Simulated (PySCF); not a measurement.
Working out the ionisation energy of K²⁺

K²⁺ [Ne] 3s2 3p5 (2P) → K³⁺ [Ne] 3s2 3p4 (3P). Calculation: PySCF 2.14, in pcseg-2 (6s4p3d, 33 functions); the non-relativistic Hamiltonian (point nucleus). Frozen: [Ne] 3s2. Energies in hartree (1 hartree = 27.21139 eV):

| part | K²⁺ (lower) | K³⁺ (upper) |
| --- | --- | --- |
| UHF | -597.884707 | -596.245328 |
| CCSD correlation | -0.097114 | -0.060515 |
| (T) | -0.000356 | -0.000083 |

Problem. What does Hartree-Fock give?

Solution. (-596.245328) − (-597.884707) = 1.639379 hartree = 44.610 eV.

Problem. What do CCSD and CCSD(T) give?

Solution. The CCSD correlation energies differ by 0.036599 hartree = 0.996 eV and the triples by 0.000273 hartree = 0.007 eV, so CCSD gives 45.606 eV and CCSD(T) 45.613 eV.

Reference: 45.803 eV (semi-empirical (NIST evaluation); NIST Atomic Spectra Database, ionization energies), between the lowest levels; spin-orbit coupling is absent from the calculation.

The calculation is non-relativistic.

What remains against the reference includes basis incompleteness, the frozen core and higher excitations.
